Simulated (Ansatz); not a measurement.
Molecule: C2H7BN, charge 0, multiplicity 2. It need not be the lowest isomer of its formula. 
Coordinates optimised at B3LYP-D3(BJ)/def2-TZVP (Ansatz, an electronic-structure program):
```
C
H 1 1.0972
H 1 1.1012 2 105.61
C 1 1.5358 2 108.93 3 117.72
H 4 1.0911 1 110.89 2 62.05
H 4 1.0918 5 107.35 1 -121.67
H 4 1.0919 5 108.10 6 -115.89
B 1 1.5635 2 107.09 3 -117.14
N 8 1.3806 1 127.56 2 102.08
H 9 1.0064 8 123.64 1 -178.49
H 9 1.0146 10 113.09 8 -179.87
```
Charge 0, spin multiplicity 2.

Basis-set convergence of Hartree-Fock and MP2 correlation energies (hartree) with Ansatz. Cores are frozen in the correlated levels unless marked. UHF or UKS for open shells. No spin-orbit coupling. Non-relativistic.

```csv
basis,functions,E(HF),"E(corr, MP2)"
cc-pVDZ,91,-158.94682,-0.52286
cc-pVTZ,218,-158.99385,-0.64433
cc-pVQZ,430,-159.00477,-0.68613
```

Extrapolating the two largest sets (X = 3 and 4) as X^-3: E(corr) = (64·(-0.68613) - 27·(-0.64433))/37 = -0.7166 Eh, an estimate of the basis-set limit. The largest set recovers 95.7 % of it, the smallest 73.0 %.
